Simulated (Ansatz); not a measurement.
`C[N](C)[Zr]([F])([F])[F]` + H₂O → `[OH][Zr]([F])([F])[F]` + `CNC`  (formal hydrolysis of a Zr–N bond)

Gas-phase electronic energies from Ansatz, PBE0-D4/def2-TZVP geometries. CCSD(T)/CBS is the MP2 limit (def2-TZVPP, def2-QZVPP) plus CCSD(T) − MP2 in def2-TZVPP, frozen cores. This one scheme is used for every species. Functionals use def2-TZVPP. B3LYP here is the variant with VWN-RPA as its local correlation; programs differ in this. def2 core potentials past Kr. For Zr outer-core shells are correlated without core-valence functions, which leaves a few kJ/mol of doubt a bond. Each species was taken in one conformer, which may not be the lowest.

CCSD(T)/CBS gives -0.60 eV.

Another level gave -0.62 eV. Which?
A. CAM-B3LYP/def2-TZVPP
B. MP2/def2-TZVPP
C. B3LYP/def2-TZVPP
D. LDA (SPW92)/def2-TZVPP

D. LDA (SPW92) -0.62, B3LYP -0.75, CAM-B3LYP -0.80, MP2/def2-TZVPP -0.56 eV.

Largest T1 diagnostic among the species: 0.017.

At CCSD(T), def2-SVP lies −0.10 eV from the extrapolated value and def2-TZVPP +0.01 eV. In def2-TZVPP, CCSD(T) changes the Hartree–Fock value by +0.31 eV (the triples alone add +0.05 eV) and MP2 by +0.34 eV. The D4 term adds +0.10 eV with B3LYP and +0.06 eV with PBE0; it sums over pairs of atoms, weighted by their polarisabilities, and B3LYP, whose exchange is more repulsive, gets the larger term.
